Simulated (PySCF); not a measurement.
SbF₂Br, SMILES [Br][Sb]([F])[F].

Geometry: B3LYP-D3(BJ)/def2-SVP. The def2 effective core potentials stand for the cores of Sb; spin–orbit coupling is left out.

These are PySCF with B3LYP/def2-TZVPD values and carry that method's errors.

Isolated molecule, no solvent.

Computed frontier levels, gap, dipole moment and polarisability:
```yaml
highest_occupied_level: -8.61 eV
lowest_empty_level: -2.40 eV
orbital_gap: 6.21 eV
dipole_moment: 3.46 D
quadrupole, principal values (traceless, Buckingham form, about the centre of nuclear charge): -4.72, -3.65, 8.37 D·Å
mean_static_polarisability: 63.4 bohr³ (9.40 Å³)
polarisability_principal_values: 52.2, 54.7, 83.4 bohr³
```
